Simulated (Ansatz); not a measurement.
Two structures of GeHCl4F, closed shell, reached by relaxing down either side of one saddle point (PBE0-D4/def2-TZVP). Energies are electronic, without zero-point energy. Ansatz 0.2.0; basis: def2-TZVPP and def2-QZVPP; cores frozen in the correlated methods. Filled d shells of the heavier atoms are correlated. The def2 sets are not built for correlating such inner shells, so the correlated values are less sure here. Extrapolation: Hartree–Fock as exp(−7.88 √X), correlation as X^−2.97. First:

```
7
angstrom
Ge -1.0886 0.0718 -0.1732
Cl 0.6481 0.5471 -1.3245
Cl -2.2192 1.8340 0.0948
Cl -0.4680 -0.6985 1.6880
Cl -2.2210 -1.3636 -1.2282
H 2.3502 -0.0694 0.1667
F 2.9987 -0.3214 0.7763
```

Second:

```xyz
7
angstrom
Ge -0.7014 -0.2855 0.6870
Cl 1.7297 0.9621 -2.3166
Cl -1.3526 1.6989 0.4546
Cl -1.2457 -1.0678 2.5629
Cl -1.3491 -1.5188 -0.8863
H 1.8975 0.4751 -1.1416
F 1.0218 -0.2640 0.6399
```

Question: Which bonds change from the first to the second?

Answer: GeCl₄ ([Cl][Ge]([Cl])([Cl])[Cl]) + HF → GeCl₃F ([F][Ge]([Cl])([Cl])[Cl]) + HCl; bonds formed: Ge1–F7, Cl2–H6; bonds broken: Ge1–Cl2, H6–F7.

Question: Give the saddle point's structure and its height above each. (To be estimated.)

Answer: By the calculation: 33.49 kcal/mol above the first and 31.50 kcal/mol above the second (CCSD(T) at an estimated basis limit (MP2 extrapolated from triple and quadruple zeta, plus CCSD(T) − MP2 in triple zeta)).
```
7
angstrom
Ge -0.4774 -0.0731 0.1697
Cl 0.9457 0.6967 -1.7166
Cl -1.3568 1.8481 0.3109
Cl -0.8494 -0.8811 2.1182
Cl -1.3641 -1.5321 -1.0835
H 1.6655 0.1728 -0.3976
F 1.4365 -0.2314 0.5988
```

The T1 diagnostic stays at or below 0.011.

Labels in which every atom is bracketed show which atoms are joined, not bond orders.

For scale, one of the runs: CCSD(T)/def2-TZVPP, 261 basis functions, launched by `ansatz run in.yaml --threads 8 --pin off --events-out ev --progress --plain --max-ram 19148MiB`. Time: 4.4 min of wall clock on 8 CPU threads of an Intel Xeon; the host was shared. Peak host memory: 6 GiB.
